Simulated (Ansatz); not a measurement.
CH8BFSi2 can be A, `FB([SiH3])C[SiH3]`, or B, `BC([SiH3])[SiH2]F`.

Program: Ansatz. Geometries: PBE0-D4/def2-TZVP. ΔE: electronic, gas phase. CCSD(T)/CBS is the MP2 limit (def2-TZVPP, def2-QZVPP) plus CCSD(T) − MP2 in def2-TZVPP, frozen cores. DFT in def2-TZVPP. B3LYP here is the variant with VWN-RPA as its local correlation; programs differ in this. One conformer a species, not always the lowest.

(1) Which isomer does CCSD(T)/CBS put lower? Give the gap. (Estimate.)

(2) Give E(B) − E(A) in kcal/mol with LDA (SPW92), PBE-D4, B3LYP, r2SCAN-D4, B3LYP-D4, HF/def2-TZVPP, ωB97M-V. (Best estimate.)

(3) Does the order hold for the free energy at 298.15 K (harmonic terms from PBE0-D4)? (Estimate.)

Largest T1 diagnostic: 0.013.

Answers

(1) The calculation gave: B, by 7.4 kcal/mol.

(2) The calculation gave: LDA (SPW92) -0.6, PBE-D4 -1.3, B3LYP -3.3, r2SCAN-D4 -4.6, B3LYP-D4 -4.3, HF/def2-TZVPP -7.0, ωB97M-V -6.6. None reverses the order clearly.

(3) Computed: Yes: G(B) − G(A) = -6.2 kcal/mol, for one conformer each. Modes under 60 cm⁻¹, often nearly free rotors, make the harmonic entropy too high.

At CCSD(T), def2-SVP lies +9.8 kcal/mol from the extrapolated value and def2-TZVPP +1.4 kcal/mol. The D4 term adds −1.0 kcal/mol with B3LYP and −0.5 kcal/mol with PBE0; it sums over pairs of atoms, weighted by their polarisabilities, and B3LYP, whose exchange is more repulsive, gets the larger term.
